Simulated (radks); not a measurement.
The numbers below are computed, except where a source is named.
Problem. The magnesium ion Mg+, [Ne] 3s1. Code: a radial shooting solver on a logarithmic mesh with Libxc functionals. Model: non-relativistic Kohn-Sham, LDA (Slater exchange, Perdew-Wang correlation), spin-polarised, spherical densities, point nucleus. Every spin shell is full or empty, so the densities are truly spherical. Functionals are evaluated on that one density, not self-consistently. Rank these exchange functionals by their error against the exact value of the orbitals, and give that value: LDA, PBE, revPBE, RPBE, PW91, SOGGA, G96, EV93, revTPSS, r2SCAN, Tao-Mo.

Solution. Exact: -15.7784 hartree. From best to worst, with 100 (|E| - |E exact|)/|E exact| (equal figures are ties): PW91 -0.01, revPBE +0.10, Tao-Mo +0.16, revTPSS -0.16, r2SCAN +0.18, G96 +0.22, RPBE +0.27, PBE -0.42, EV93 +1.84, SOGGA -3.66, LDA -8.54.
